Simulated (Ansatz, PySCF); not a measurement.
dichloro(silyloxy)silane (Cl2H4OSi2), SMILES [SiH](Cl)(Cl)O[SiH3]. Atoms are numbered in the order given.

```xyz
9

Si    -2.3113    -0.6459     0.5150
O     -0.8276    -0.1488     1.1214
Si     0.6371     0.2128     0.4995
Cl     0.3692     1.3082    -1.2163
Cl     1.6194    -1.5117    -0.0070
H     -2.0930    -1.4867    -0.6942
H     -3.1229     0.5490     0.1622
H     -2.9896    -1.4328     1.5757
H      1.4383     0.9764     1.4674
```

Coordinates come from a ωB97X-D3(BJ)/def2-SVP optimisation. One conformer was computed; it need not be the lowest.

Two levels are set side by side: PBE-D3(BJ)/def2-SVP (Ansatz, a first-principles code) and ωB97X-D3(BJ)/def2-SVP (PySCF). Each level has its own optimised geometry; the coordinates shown are those of the second. Frequencies come from the Hessian of PySCF at each geometry. Differences are taken from unrounded values.

```
quantity                            ωB97X-D3(BJ)  PBE-D3(BJ)  PBE-D3(BJ) minus ωB97X-D3(BJ)
----------------------------------  ------------  ----------  -----------------------------
mean bond length (Å)                       1.668       1.683                          0.016
bond Si1–O2 (Å)                            1.678       1.692                          0.014
bond O2–Si3 (Å)                            1.632       1.649                          0.017
bond Si3–Cl4 (Å)                           2.053       2.071                          0.018
bond Si3–Cl5 (Å)                           2.048       2.068                          0.020
bond Si1–H6 (Å)                            1.489       1.502                          0.014
bond Si1–H7 (Å)                            1.487       1.501                          0.014
bond Si1–H8 (Å)                            1.485       1.498                          0.014
bond Si3–H9 (Å)                            1.470       1.485                          0.015
highest harmonic wavenumber (cm⁻¹)          2368        2258                           -110
mean harmonic wavenumber (cm⁻¹)              913         866                            -46
zero-point energy (kcal/mol)               27.39       26.01                          -1.39
```

GGA bonds tend to be longer and softer than those of functionals with exact exchange. Differences between two approximate levels are no errors against the true value.
